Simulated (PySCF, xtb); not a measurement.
Si(OSiH3)(F)3 (F₃H₃OSi₂), SMILES F[Si](F)(F)O[SiH3].

xtb with GFN2-xTB at its own geometry gives an orbital gap of 6.26 eV and a dipole moment of 3.12 D.

The structure is a stationary point at B3LYP-D3(BJ)/def2-SVP. One conformer was computed; it need not be the lowest.

Q: What does PBE0/def2-TZVP run with PySCF give? (The exact figures need the calculation; the answer reports its results.)

A: gap 9.25 eV (levels -9.73 and -0.48 eV), dipole 2.29 D.
